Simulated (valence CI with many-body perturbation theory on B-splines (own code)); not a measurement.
## E1 transitions of Bi LXXIX

Method: relativistic CI+MBPT: three valence electrons over a frozen Dirac-Fock core [He], a basis of 11 s, 11 p, 10 d, 8 f, 5 g, 2 h functions for each j, with the one-electron correlation potential Σ1 (screened to all orders), the two-electron term Σ2, the three-electron term Σ3, Breit, model QED; selected single and double excitations, second order for the rest, scaled by the run's own slope (own B-spline code, finite nucleus).

The last digits are not significant, and no measured levels were compared; by estimate large intervals hold to a few tenths of a per cent, small ones and those within an open d or f shell to about a per cent.

Lines 1 to 50 of 532 in falling wavelength, among levels below 1558.6 Ry, chosen from the strongest by gf and those to the six lowest levels. Wavelengths and rates use the calculated energies. Electric multipoles are in the length gauge with retardation, E1 and E2 with the static RPA response of the core. Weak lines are less certain than strong ones. Lines between different terms over intervals too small for the method are left out, as are lines whose strength nearly cancels. The highest levels of a list are the least certain.

Levels are named by their leading jj configuration (3d3/2^4 stands for four electrons in 3d with j = 3/2), which in mixed levels can hold well under half, so a name can repeat and another be missing. Letters in brackets count levels of one name in rising energy.

| λ vac (nm) | Upper | Lower | A (s⁻¹) | log gf | Branch % |
| --- | --- | --- | --- | --- | --- |
| 27.04 | (2p1/2^2 4f7/2) J=7/2 | (2p1/2^2 4d5/2) J=5/2 | 1.75e+09 | -0.81 | 0.0 |
| 26.01 | (2s 2p1/2 4f7/2) J=7/2 [b] | (2s 2p1/2 4d5/2) J=5/2 [b] | 1.80e+09 | -0.84 | 0.0 |
| 25.44 | (2s^2 5f5/2) J=5/2 | (2s^2 5d3/2) J=3/2 | 6.95e+09 | -0.39 | 0.0 |
| 25.19 | (2s 2p1/2 4f7/2) J=7/2 [a] | (2s 2p1/2 4d5/2) J=5/2 [a] | 1.96e+09 | -0.83 | 0.0 |
| 24.61 | (2s 2p1/2 4f7/2) J=9/2 | (2s 2p1/2 4d5/2) J=7/2 | 2.32e+09 | -0.68 | 0.0 |
| 23.80 | (2s^2 4f7/2) J=7/2 | (2s^2 4d5/2) J=5/2 | 2.55e+09 | -0.76 | 0.0 |
| 22.60 | (2s^2 5d5/2) J=5/2 | (2s^2 5p3/2) J=3/2 | 1.28e+10 | -0.23 | 0.0 |
| 13.56 | (2s 2p1/2 4f5/2) J=5/2 [b] | (2s 2p1/2 4d3/2) J=3/2 [b] | 1.05e+10 | -0.76 | 0.0 |
| 13.37 | (2p1/2^2 4f5/2) J=5/2 | (2p1/2^2 4d3/2) J=3/2 | 1.35e+10 | -0.66 | 0.0 |
| 13.07 | (2s^2 4f5/2) J=5/2 | (2s^2 4d3/2) J=3/2 | 1.42e+10 | -0.66 | 0.0 |
| 13.05 | (2s 2p1/2 4f5/2) J=5/2 [a] | (2s 2p1/2 4d3/2) J=3/2 [a] | 1.42e+10 | -0.66 | 0.0 |
| 12.86 | (2s 2p1/2 4f5/2) J=7/2 | (2s 2p1/2 4d3/2) J=5/2 | 1.39e+10 | -0.56 | 0.0 |
| 11.83 | (2s 2p1/2 4d5/2) J=7/2 | (2s 2p1/2 4p3/2) J=5/2 | 3.27e+10 | -0.26 | 0.0 |
| 11.74 | (2p1/2^2 4d5/2) J=5/2 | (2p1/2^2 4p3/2) J=3/2 | 3.40e+10 | -0.38 | 0.0 |
| 11.64 | (2s^2 4d5/2) J=5/2 | (2s^2 4p3/2) J=3/2 | 3.33e+10 | -0.39 | 0.0 |
| 11.64 | (2s 2p1/2 4d5/2) J=5/2 [a] | (2s 2p1/2 4p3/2) J=3/2 [a] | 3.41e+10 | -0.38 | 0.0 |
| 11.52 | (2s 2p1/2 4d5/2) J=5/2 [b] | (2s 2p1/2 4p3/2) J=3/2 [b] | 3.01e+10 | -0.44 | 0.0 |
| 7.408 | (2s^2 5d3/2) J=3/2 | (2s^2 5p1/2) J=1/2 | 2.93e+11 | -0.02 | 0.0 |
| 7.060 | (2s^2 5p3/2) J=3/2 | (2s^2 5s) J=1/2 | 3.66e+11 | 0.04 | 0.4 |
| 5.319 | (2p1/2 2p3/2 3d5/2) J=9/2 | (2s 2p3/2 3d5/2) J=7/2 [b] | 4.77e+10 | -0.69 | 0.1 |
| 5.150 | (2s 2p1/2 3d5/2) J=7/2 | (2s 2p1/2 3p3/2) J=5/2 [b] | 7.23e+10 | -0.64 | 0.0 |
| 5.147 | (2p1/2 2p3/2 3d5/2) J=7/2 [b] | (2p1/2 2p3/2 3p3/2) J=5/2 [b] | 6.86e+10 | -0.66 | 0.0 |
| 4.963 | (2p1/2^2 3d5/2) J=5/2 | (2p1/2^2 3p3/2) J=3/2 | 1.13e+11 | -0.60 | 0.0 |
| 4.961 | (2s 2p3/2 3d5/2) J=7/2 [a] | (2s 2p3/2 3p3/2) J=5/2 [a] | 7.62e+10 | -0.65 | 0.0 |
| 4.948 | (2s 2p3/2 3d5/2) J=9/2 | (2s 2p3/2 3p3/2) J=7/2 | 1.02e+11 | -0.43 | 18.4 |
| 4.922 | (2p1/2 2p3/2 3d5/2) J=5/2 [b] | (2p1/2 2p3/2 3p3/2) J=3/2 [b] | 6.48e+10 | -0.85 | 0.0 |
| 4.921 | (2p1/2 2p3/2 3d5/2) J=7/2 [a] | (2p1/2 2p3/2 3p3/2) J=5/2 [a] | 1.04e+11 | -0.52 | 0.1 |
| 4.894 | (2p3/2^2 3d5/2) J=7/2 | (2p3/2^2 3p3/2) J=5/2 | 8.38e+10 | -0.62 | 0.1 |
| 4.887 | (2s 2p1/2 3d5/2) J=5/2 [a] | (2s 2p1/2 3p3/2) J=3/2 [a] | 1.04e+11 | -0.65 | 0.0 |
| 4.881 | (2p3/2^2 3d5/2) J=9/2 | (2p3/2^2 3p3/2) J=7/2 | 1.09e+11 | -0.41 | 0.1 |
| 4.872 | (2p3/2^2 3d5/2) J=5/2 [b] | (2p3/2^2 3p3/2) J=3/2 [b] | 1.02e+11 | -0.66 | 0.0 |
| 4.785 | (2s 2p1/2 3d5/2) J=5/2 [b] | (2s 2p1/2 3p3/2) J=3/2 [b] | 9.61e+10 | -0.70 | 0.0 |
| 4.783 | (2p1/2 2p3/2 3d5/2) J=9/2 | (2p1/2 2p3/2 3p3/2) J=7/2 | 6.07e+10 | -0.68 | 0.1 |
| 4.753 | (2p1/2 2p3/2 3d5/2) J=5/2 [a] | (2p1/2 2p3/2 3p3/2) J=3/2 [a] | 7.84e+10 | -0.80 | 0.0 |
| 4.712 | (2s 2p3/2 3d5/2) J=7/2 [b] | (2s 2p3/2 3p3/2) J=5/2 [b] | 1.21e+11 | -0.49 | 0.0 |
| 4.696 | (2p1/2 2p3/2 3p3/2) J=5/2 [b] | (2s 2p3/2 3p3/2) J=3/2 [b] | 8.02e+10 | -0.80 | 0.0 |
| 4.621 | (2s 2p1/2 3p3/2) J=5/2 [b] | (2s^2 3p3/2) J=3/2 | 1.06e+11 | -0.69 | 0.0 |
| 4.435 | (2s 2p1/2 2p3/2) J=5/2 | (2s^2 2p3/2) J=3/2 | 1.15e+10 | -1.69 | 93.0 |
| 3.824 | (2p1/2^2 4d3/2) J=3/2 | (2p1/2^2 4p1/2) J=1/2 | 6.03e+11 | -0.28 | 0.1 |
| 3.820 | (2s 2p1/2 4d3/2) J=3/2 [b] | (2s 2p1/2 4p1/2) J=1/2 [b] | 4.37e+11 | -0.42 | 0.0 |
| 3.757 | (2p1/2^2 4p3/2) J=3/2 | (2s 2p1/2 4p3/2) J=1/2 | 6.13e+11 | -0.28 | 0.1 |
| 3.733 | (2s^2 4d3/2) J=3/2 | (2s^2 4p1/2) J=1/2 | 8.44e+11 | -0.15 | 0.1 |
| 3.729 | (2s 2p1/2 4d3/2) J=3/2 [a] | (2s 2p1/2 4p1/2) J=1/2 [a] | 8.29e+11 | -0.16 | 0.1 |
| 3.722 | (2s 2p1/2 4d3/2) J=5/2 | (2s 2p1/2 4p1/2) J=3/2 | 8.19e+11 | 0.01 | 0.2 |
| 3.715 | (2s 2p1/2^2) J=1/2 | (2s^2 2p1/2) J=1/2 | 3.54e+10 | -1.83 | 100.0 |
| 3.655 | (2p1/2^2 4p1/2) J=1/2 | (2s 2p1/2 4p1/2) J=1/2 [b] | 4.54e+11 | -0.74 | 0.2 |
| 3.653 | (2s 2p1/2 4d3/2) J=3/2 [b] | (2s 2p1/2 4p1/2) J=3/2 | 4.06e+11 | -0.49 | 0.0 |
| 3.634 | (2s 2p1/2 4p3/2) J=3/2 [b] | (2s 2p1/2 4s) J=1/2 [b] | 5.99e+11 | -0.32 | 0.1 |
| 3.598 | (2p1/2^2 4d3/2) J=3/2 | (2s 2p1/2 4d3/2) J=1/2 | 2.39e+11 | -0.73 | 0.1 |
| 3.598 | (2p1/2^2 2p3/2) J=3/2 | (2s 2p1/2 2p3/2) J=1/2 | 1.81e+10 | -1.85 | 0.1 |
